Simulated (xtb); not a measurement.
C₃H₅O, doublet, from a rough starting geometry; GFN2-xTB (xtb).

Here is a job for xtb.
```
$ xtb mol.xyz --gfn 2 --uhf 1 --opt vtight --json

# file mol.xyz
9

C      1.01480018    -1.02776634     0.43203565
C      0.23680321    -0.02404238     0.03232418
C     -1.17655022    -0.10164412    -0.25084345
O      0.75950203     1.25527177     0.01374363
H      2.04818858    -1.26051893     0.67413325
H     -1.44310087    -1.17906784    -0.42774412
H     -1.72217934     0.36385213     0.55015712
H     -1.36198862     0.42921860    -1.16938867
H      1.69779431     1.39110775     0.24216081
```

The log (banner, timings and long lists left out):

```
   ID    Z sym.   atoms
    1    6 C      1-3
    2    8 O      4
    3    1 H      5-9

           -------------------------------------------------
          |                Calculation Setup                |
           -------------------------------------------------

           -------------------------------------------------
          |                 G F N 2 - x T B                 |
           -------------------------------------------------

          ...................................................
          :                      SETUP                      :
          :.................................................:
          :  # basis functions                  21          :
          :  # atomic orbitals                  21          :
          :  # shells                           13          :
          :  # electrons                        23          :
          :  max. iterations                   250          :
          :  Hamiltonian                  GFN2-xTB          :
          :  restarted?                      false          :
          :  GBSA solvation                  false          :
          :  PC potential                    false          :
          :  electronic temp.          300.0000000     K    :
          :  accuracy                    1.0000000          :
          :  -> integral cutoff          0.2500000E+02      :
          :  -> integral neglect         0.1000000E-07      :
          :  -> SCF convergence          0.1000000E-05 Eh   :
          :  -> wf. convergence          0.1000000E-03 e    :
          :  Broyden damping             0.4000000          :
          :  net charge                          0          :
          :  unpaired electrons                  1          :
          ...................................................

 iter      E             dE          RMSdq      gap      omega  full diag
   1    -13.0383290 -0.130383E+02  0.450E+00    4.22       0.0  T
   2    -13.0463691 -0.804004E-02  0.295E+00    3.54       1.0  T
   3    -13.0418122  0.455680E-02  0.185E+00    4.25       1.0  T
   4    -13.0586832 -0.168710E-01  0.278E-01    3.82       1.0  T
   5    -13.0587439 -0.606470E-04  0.988E-02    3.85       1.0  T
   6    -13.0587460 -0.208358E-05  0.205E-02    3.84       1.6  T
   7    -13.0587468 -0.883777E-06  0.557E-03    3.85       6.0  T
   8    -13.0587470 -0.135205E-06  0.158E-03    3.85      21.1  T
   9    -13.0587470 -0.979364E-09  0.619E-04    3.85      53.8  T
  10    -13.0587470 -0.196919E-08  0.181E-04    3.85     184.4  T

   *** convergence criteria satisfied after 10 iterations ***

         :::::::::::::::::::::::::::::::::::::::::::::::::::::
         ::                     SUMMARY                     ::
         :::::::::::::::::::::::::::::::::::::::::::::::::::::
         :: total energy             -12.894679004896 Eh    ::
         :: gradient norm              0.098360710825 Eh/a0 ::
         :: HOMO-LUMO gap              3.845903152991 eV    ::
         ::.................................................::
         :: SCC energy               -13.058745635938 Eh    ::
         :: -> isotropic ES            0.023851147766 Eh    ::
         :: -> anisotropic ES          0.001408796281 Eh    ::
         :: -> anisotropic XC          0.005601545179 Eh    ::
         :: -> dispersion             -0.003540084349 Eh    ::
         :: repulsion energy           0.164066631042 Eh    ::
         :: add. restraining           0.000000000000 Eh    ::
         :: total charge              -0.000000000000 e     ::
         :::::::::::::::::::::::::::::::::::::::::::::::::::::

      -----------------------------------------------------------
     |                   =====================                   |
     |                        A N C O P T                        |
     |                   =====================                   |
     |               Approximate Normal Coordinate               |
     |                Rational Function Optimizer                |
      -----------------------------------------------------------
      -----------------------------------------------------------
     |                   =====================                   |
     |                        A N C O P T                        |
     |                   =====================                   |
     |               Approximate Normal Coordinate               |
     |                Rational Function Optimizer                |
      -----------------------------------------------------------

          ...................................................
          :                      SETUP                      :
          :.................................................:
          :   optimization level         verytight          :
          :   max. optcycles                   200          :
          :   ANC micro-cycles                  20          :
          :   degrees of freedom                21          :
          :.................................................:
          :   RF solver                   davidson          :
          :   write xtbopt.log                true          :
          :   linear?                        false          :
          :   energy convergence         0.1000000E-06 Eh   :
          :   grad. convergence          0.2000000E-03 Eh/α :
          :   maxmium RF displ.          1.0000000          :
          :   Hlow (freq-cutoff)         0.1000000E-01      :
          :   Hmax (freq-cutoff)         5.0000000          :
          :   S6 in model hess.         20.0000000          :
          ...................................................

generating ANC from exact Hessian ...
Using Lindh-Hessian (1995)
 Shifting diagonal of input Hessian by    0.0000000000000000
 Lowest  eigenvalues of input Hessian
    0.000000    0.000000    0.000000    0.000000    0.000000    0.000000
    0.012356    0.022671    0.032749    0.038251    0.057765    0.080155
[...]
 * total energy  :   -12.9027676 Eh     change       -0.1657357E-04 Eh
 * total energy  :   -12.9027802 Eh     change       -0.1267663E-04 Eh
 * total energy  :   -12.9027894 Eh     change       -0.9143843E-05 Eh
 * total energy  :   -12.9027971 Eh     change       -0.7730125E-05 Eh
 * total energy  :   -12.9028042 Eh     change       -0.7038665E-05 Eh
 * total energy  :   -12.9028089 Eh     change       -0.4738837E-05 Eh
 * total energy  :   -12.9028114 Eh     change       -0.2489464E-05 Eh
 * total energy  :   -12.9028125 Eh     change       -0.1101466E-05 Eh
 * total energy  :   -12.9028130 Eh     change       -0.5346374E-06 Eh
 * total energy  :   -12.9028134 Eh     change       -0.3871153E-06 Eh
 * total energy  :   -12.9028136 Eh     change       -0.2326766E-06 Eh
 * total energy  :   -12.9028138 Eh     change       -0.1578845E-06 Eh
 * total energy  :   -12.9028138 Eh     change       -0.3774866E-07 Eh
   *** GEOMETRY OPTIMIZATION CONVERGED AFTER 19 ITERATIONS ***
[...]

 iter      E             dE          RMSdq      gap      omega  full diag
   1    -13.0767462 -0.130767E+02  0.269E-05    4.19       0.0  T
   2    -13.0767462 -0.270006E-12  0.174E-05    4.19    1917.6  T
   3    -13.0767462  0.390799E-13  0.123E-05    4.19    2715.4  T

   *** convergence criteria satisfied after 3 iterations ***

         :::::::::::::::::::::::::::::::::::::::::::::::::::::
         ::                     SUMMARY                     ::
         :::::::::::::::::::::::::::::::::::::::::::::::::::::
         :: total energy             -12.902813831537 Eh    ::
         :: gradient norm              0.000030929834 Eh/a0 ::
         :: HOMO-LUMO gap              4.190592849976 eV    ::
         ::.................................................::
         :: SCC energy               -13.076744883113 Eh    ::
         :: -> isotropic ES            0.022782009191 Eh    ::
         :: -> anisotropic ES          0.002451653570 Eh    ::
         :: -> anisotropic XC          0.005657613375 Eh    ::
         :: -> dispersion             -0.003542033242 Eh    ::
         :: repulsion energy           0.173931051577 Eh    ::
         :: add. restraining           0.000000000000 Eh    ::
         :: total charge              -0.000000000000 e     ::
         :::::::::::::::::::::::::::::::::::::::::::::::::::::

           -------------------------------------------------
          |                Property Printout                |
           -------------------------------------------------

    * Orbital Energies and Occupations

         #    Occupation            Energy/Eh            Energy/eV
      -------------------------------------------------------------
         1        2.0000           -0.7019897             -19.1021
         2        2.0000           -0.6352551             -17.2862
         3        2.0000           -0.6048172             -16.4579
         4        2.0000           -0.5837642             -15.8850
         5        2.0000           -0.5264281             -14.3248
         6        2.0000           -0.5180206             -14.0961
         7        2.0000           -0.5175629             -14.0836
         8        2.0000           -0.4694361             -12.7740
         9        2.0000           -0.4663643             -12.6904
        10        2.0000           -0.4546276             -12.3710
        11        2.0000           -0.3814082             -10.3786
        12        1.0000           -0.3322883              -9.0420 (HOMO)
        13                         -0.1782868              -4.8514 (LUMO)
        14                          0.0691934               1.8828
        15                          0.1097025               2.9852
        16                          0.1770504               4.8178
        17                          0.1895391               5.1576
        18                          0.2261402               6.1536
        19                          0.2511044               6.8329
        20                          0.3098421               8.4312
        21                          0.7683899              20.9090
      -------------------------------------------------------------
                  HL-Gap            0.1540015 Eh            4.1906 eV
             Fermi-level           -0.3060679 Eh           -8.3285 eV

     #   Z          covCN         q      C6AA      α(0)
     1   6 C        1.914    -0.159    35.651     9.643
     2   6 C        2.809     0.151    24.721     8.146
     3   6 C        3.758    -0.112    22.702     6.793
     4   8 O        1.658    -0.400    20.855     6.165
     5   1 H        0.927     0.054     2.274     2.358
     6   1 H        0.925     0.053     2.285     2.364
     7   1 H        0.925     0.064     2.156     2.296
     8   1 H        0.925     0.064     2.156     2.296
     9   1 H        0.805     0.288     0.759     1.369

 Mol. C6AA /au·bohr⁶  :        730.593202
 Mol. C8AA /au·bohr⁸  :      16485.693974
 Mol. α(0) /au        :         41.429895

Wiberg/Mayer (AO) data.
largest (>0.10) Wiberg bond orders for each atom

 ---------------------------------------------------------------------------
     #   Z sym  total        # sym  WBO       # sym  WBO       # sym  WBO
 ---------------------------------------------------------------------------
     1   6 C    3.156 --     2 C    1.927     5 H    0.973     4 O    0.176
     2   6 C    3.937 --     1 C    1.927     4 O    1.000     3 C    0.998
     3   6 C    3.994 --     2 C    0.998     6 H    0.986     8 H    0.970
                             7 H    0.970
     4   8 O    2.097 --     2 C    1.000     9 H    0.898     1 C    0.176
     5   1 H    0.997 --     1 C    0.973
     6   1 H    0.997 --     3 C    0.986
     7   1 H    0.996 --     3 C    0.970
     8   1 H    0.996 --     3 C    0.970
     9   1 H    0.917 --     4 O    0.898
 ---------------------------------------------------------------------------

Topologies differ in total number of bonds
Writing topology from bond orders to xtbtopo.mol

molecular dipole:
                 x           y           z       tot (Debye)
 q only:        0.058      -0.073       0.020
   full:        0.321      -0.042       0.081       0.848
molecular quadrupole (traceless):
                xx          xy          yy          xz          yz          zz
 q only:        3.301       1.587      -2.420       0.941       0.487      -0.881
  q+dip:        5.308       0.892      -3.786       1.689       0.360      -1.522
   full:        5.058       1.800      -3.781       1.483       0.604      -1.277

optimized geometry written to: xtbopt.xyz

           -------------------------------------------------
          | TOTAL ENERGY              -12.902813831537 Eh   |
          | GRADIENT NORM               0.000030929834 Eh/α |
          | HOMO-LUMO GAP               4.190592849976 eV   |
           -------------------------------------------------

normal termination of xtb
```
